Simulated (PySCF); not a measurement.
Delta-SCF ions had no search for a lower state. Excitations are Tamm–Dancoff values on a coarser integration grid. The basis has no diffuse functions, so Rydberg states are missing or too high.

Z-matrix (Å, degrees):
```
Si
C 1 1.6951
H 2 1.0834 1 122.79
H 2 1.0840 3 117.02 1 177.69
H 1 1.4830 2 126.75 3 -5.39
S 1 2.2110 5 114.95 2 171.57
O 6 1.4892 1 106.27 5 177.65
C 6 1.8119 7 107.90 1 102.89
H 8 1.0898 6 110.09 7 -48.79
H 8 1.0910 9 110.13 6 -116.76
H 8 1.0925 9 111.26 10 -121.86
```
Charge 0, spin multiplicity 1.

**Question.** What S1 excitation (TDA), brightest of the four lowest singlets (TDA) and vertical ionisation energy (Delta-SCF) does PBE0-D3(BJ)/def2-TZVP (PySCF 2.14.0) give?

**Answer.** 
- S1 excitation (TDA) = 4.08 eV
- brightest of the four lowest singlets (TDA) = 5.12 eV
- vertical ionisation energy (Delta-SCF) = 8.41 eV
